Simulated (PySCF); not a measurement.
Species: C4H6F2N2Si.
Bonds: C1–C2, C2–C3 (aromatic), C3–F4, C3–C5 (aromatic), C5–N6 (aromatic), N6–N7 (aromatic), N7–Si8, Si8–F9, C2–N7 (aromatic). Hydrogens: H10, H11, H12 on C1; H13 on C5; H14, H15 on Si8.

NICS = −σ at a ghost point: NICS(0) at the centroid of the ring atoms, NICS(1) 1 Å to either side along the normal of their mean plane, zz for the tensor component along that normal. Level: GIAO PBE0/pcSseg-1 (PySCF, non-relativistic, gas phase) on the GFN2-xTB geometry, one conformer.

Ring bond lengths (Å), with Mayer bond orders in brackets: C2–C3 1.374 (1.41), C3–C5 1.405 (1.31), C5–N6 1.310 (1.57), N6–N7 1.350 (1.16), N7–C2 1.363 (1.00).

Give the NICS values of each ring in ppm.

| ring | type | NICS(0) | NICS(1), two faces | NICS(1)zz, two faces | rms pucker (Å) | centre to ring atoms, mean (Å) |
| --- | --- | --- | --- | --- | --- | --- |
| C2–C3–C5–N6–N7 | 5-membered ring with 2 N; formal bonds all aromatic | -13.6 | -11.1 / -11.1 | -27.4 / -27.3 | 0.00 | 1.16 |

What can be read from them?

- C2–C3–C5–N6–N7: mean NICS(1)zz -27.3 ppm, shielded. The ring is flat and has no four-coordinate atom; by the NICS criterion it is aromatic.

What does the geometric index give? HOMA = 1 − mean of α(R − Ropt)² over the ring bonds, with Krygowski's 1993 parameters (CC: Ropt 1.388 Å, α 257.7 Å⁻²; CN: Ropt 1.334 Å, α 93.52 Å⁻²; NN: Ropt 1.309 Å, α 130.33 Å⁻²).

- C2–C3–C5–N6–N7: HOMA 0.91; the largest term is that of N6–N7, α(R − Ropt)² = 0.22. The geometric and the magnetic index point the same way.

What is the mean of the two in-plane components of NICS at the second NICS(1) probe listed for ring C2–C3–C5–N6–N7, 1 Å off the ring?

The isotropic value is a third of the trace: (3 × -11.1 − (-27.3))/2 = -3.0 ppm.

Give the inner angles of the rings and the Hirshfeld charges of the ring atoms.

- C2–C3–C5–N6–N7: C2 105.6° (+0.021 e), C3 106.6° (+0.037 e), C5 109.5° (-0.036 e), N6 107.3° (-0.147 e), N7 111.0° (-0.071 e); sum 540.0° against 540° for a flat convex ring.

How shielded are the nuclei of the rings and their hydrogens (means over atoms taken as equivalent)?

```
atoms                          environment  σ isotropic (ppm)  principal values of the symmetric part, first atom (ppm)
   C2          substituted aromatic carbon               51.2                                        -11.6, 25.0, 140.3
   C3                  aromatic C–F carbon               27.2                                         -19.0, 32.1, 68.6
   C5  aromatic CH next to a ring nitrogen               50.4                                        -29.7, 47.0, 133.9
   N6               pyridine-type nitrogen              -72.7                                      -318.8, -91.7, 192.5
   N7                pyrrole-type nitrogen               41.5                                        -49.9, 25.7, 148.8
  H13                    aromatic hydrogen              24.06                                          22.0, 24.3, 25.9
```

The values belong to the conformer `[CH3:1][c:2]1[c:3]([F:4])[cH:5][n:6][n:7]1[SiH2:8][F:9]`: N6–N7–Si8–F9 -135°.
